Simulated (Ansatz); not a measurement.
Cost and result for the atomization energy of `FCC([SiH3])Br` (11 atoms, 10 bonds).

```xyz
11

F    -2.035   -0.324   -0.356
C    -1.165    0.751   -0.333
C     0.240    0.240   -0.567
Si    0.859   -1.015    0.709
Br    1.426    1.789   -0.503
H    -1.470    1.453   -1.114
H    -1.247    1.240    0.642
H     0.332   -0.153   -1.581
H     2.285   -1.306    0.427
H     0.066   -2.267    0.621
H     0.709   -0.410    2.056
```

The species carries charge 0 and has multiplicity 1. Correlated methods include outer-core shells of Br, which these sets cover unevenly. Scalar relativity is left out up to krypton. All single points use the PBE0-D4/def2-TZVP geometry. It is one conformer, not always the lowest. Program: Ansatz. Hardware: A = 2 threads of an AMD EPYC 7R13 on a shared host; B = 2 threads of an AMD EPYC 7R13 on a shared host and a share of an NVIDIA H100 80 GB. Times are those of one run each, without the atoms' runs, and a repeat can differ threefold. Electronic energies, without spin–orbit coupling; frozen cores. CCSD(T)/CBS adds CCSD(T) − MP2 in def2-TZVPP to the MP2 limit, and its time is that of the two runs behind it. T1 = 0.010. With those shells the extrapolation isn't a true limit. B3LYP takes the VWN-RPA correlation (the form of Gaussian; ORCA's B3LYP/G).

CCSD(T)/CBS is a level of theory with its own doubt, some kJ/mol a heavy atom from the limit and from the frozen cores, so smaller differences don't rank the functionals.

```
                                 level  functions  wall time  atomization (kJ/mol)  difference from CCSD(T)/CBS  per bond
   PBE-D4/def2-TZVPP (with forces) [A]        267        7 s                3800.9                         45.5       4.6
                    MP2/def2-QZVPP [B]        510      7.5 s                3765.9                         10.5       1.1
                PBE0-D4/def2-TZVPP [A]        267        9 s                3745.6                         -9.8      -1.0
                CCSD(T)/def2-TZVPP [B]        267       10 s                3657.6                        -97.8      -9.8
r2SCAN-D4/def2-TZVPP (with forces) [A]        267       11 s                3752.7                         -2.7      -0.3
                 B2PLYP/def2-TZVPP [A]        267       14 s                3694.4                        -61.0      -6.1
 B3LYP-D4/def2-TZVPP (with forces) [A]        267       14 s                3732.8                        -22.6      -2.3
                ωB97X-V/def2-TZVPP [A]        267       18 s                3759.2                          3.8       0.4
                     CCSD(T)/CBS(def2)          –       18 s                3755.4                          0.0       0.0
  ωB97M-V/def2-TZVPP (with forces) [A]        267       24 s                3748.4                         -7.0      -0.7
```

In def2-TZVPP, CCSD(T) changes the Hartree–Fock value by +907.3 kJ/mol (the triples alone add +53.8 kJ/mol) and MP2 by +958.3 kJ/mol; breaking electron pairs costs correlation energy, which Hartree–Fock lacks. The D4 term adds +41.2 kJ/mol with B3LYP and +21.5 kJ/mol with PBE0; it sums over pairs of atoms, weighted by their polarisabilities, and B3LYP, whose exchange is more repulsive, gets the larger term. From PBE to PBE0 (25 % exact exchange), in def2-TZVPP and without D4, the atomization energy moves by −51.5 kJ/mol: exact exchange takes away binding that semilocal exchange gives to molecules.
